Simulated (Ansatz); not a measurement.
Gas-phase electronic energies from Ansatz, PBE0-D4/def2-TZVP geometries. CBS: MP2 limit from def2 TZ/QZ plus the TZ coupled-cluster correction, frozen cores. This one scheme is used for every species. Functionals use def2-TZVPP. B3LYP here is the variant with VWN-RPA as its local correlation; programs differ in this. Each species was taken in one conformer, which may not be the lowest.

`CO[Si](C)(O)F` + H₂ → `C[SiH](O)F` + CH₃OH  (hydrogenolysis of the Si–O bond)

Is it downhill or uphill in electronic energy at CCSD(T)/CBS, and by how much? (Estimate.)

The calculation gave: Uphill: ΔE = +104.9 kJ/mol.

What do these levels give: PBE-D4, PBE0-D4, ωB97X-V, B2PLYP, PBE, r2SCAN, PBE0, B3LYP, MP2/def2-TZVPP, SCS-MP2/def2-TZVPP, HF/CBS(def2), MP2/CBS(def2)? (An estimate is asked.)

The calculation gave: PBE-D4 97.5, PBE0-D4 98.8, ωB97X-V 103.1, B2PLYP 101.0, PBE 89.5, r2SCAN 107.5, PBE0 91.8, B3LYP 94.0, MP2/def2-TZVPP 109.2, SCS-MP2/def2-TZVPP 104.4, HF/CBS(def2) 95.9, MP2/CBS(def2) 109.7 kJ/mol.

Largest T1 diagnostic among the species: 0.011.

In def2-TZVPP, CCSD(T) changes the Hartree–Fock value by +9.3 kJ/mol (the triples alone add +2.7 kJ/mol) and MP2 by +14.1 kJ/mol. The D4 term adds +12.5 kJ/mol with B3LYP and +7.0 kJ/mol with PBE0; it sums over pairs of atoms, weighted by their polarisabilities, and B3LYP, whose exchange is more repulsive, gets the larger term.
